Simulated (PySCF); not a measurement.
SMILES CCCCB(Cl)Cl (C₄H₉BCl₂), singlet at its GFN2-xTB optimised geometry (Å):

```
16

B     -2.2855     0.3969     0.0000
Cl    -3.1951    -1.0578     0.0103
Cl    -3.1469     1.8900     0.0000
C     -0.6997     0.3969     0.0000
C     -0.0351    -0.9792    -0.1322
C      1.4914    -0.9017    -0.1772
C      2.1102    -0.4624     1.1448
H     -0.3320     1.0437    -0.8027
H     -0.3514     0.8693     0.9233
H     -0.3391    -1.6098     0.7050
H     -0.3911    -1.4566    -1.0472
H      1.8786    -1.8900    -0.4341
H      1.7956    -0.2129    -0.9684
H      1.7858    -1.1162     1.9514
H      1.8288     0.5578     1.3930
H      3.1951    -0.5058     1.0848
```

Calculation: B3LYP/def2-TZVP (PySCF).

Map of the log10 of the electron density (e/bohr³), floored at −4 on the plane z = 0.6 Å:

```
|                           |
|                           |
|                           |
|                           |
|   .::-::.                 |
|  .-==+=-:.                |
| .-=**#*+-:.               |
| :=*#%%%*=-::..            |
|.-+#%@@%#+===--....        |
|.-+#%@@@#+++*+=-:--:.      |
|.:=*#%@%#**#%#*=====-.     |
| :-+*#%%##%@@%*++**+=-:.   |
| .-=+*###%%@@%*+*##**+=:   |
| :=+*#%%##%%%#**#%%%#*+-.  |
|.-=*%%@%#**#%%##%@@@%#*=:  |
|.-+#@@@%#+*#%%%%%@@%%#+-.  |
|.-+#%@@%#+*%@@%#%%%#*+=-.  |
| :=*#%%%*++%@@#**#*+==-.   |
| .-+*##*+=+*##*++++=-:.    |
|  :-=++=---=++=--==-:      |
|   .:--::.::--:::::.       |
|      .     ..             |
|                           |
|                           |
|                           |
|                           |
|                           |
```
Scale: ten equal steps from -4.00 (start of ' ') to -0.559 (end of '@'), in the order ' .:-=+*#%@'; x runs from -5.50 to 5.50, y from -5.50 (bottom) to 5.50 (top).
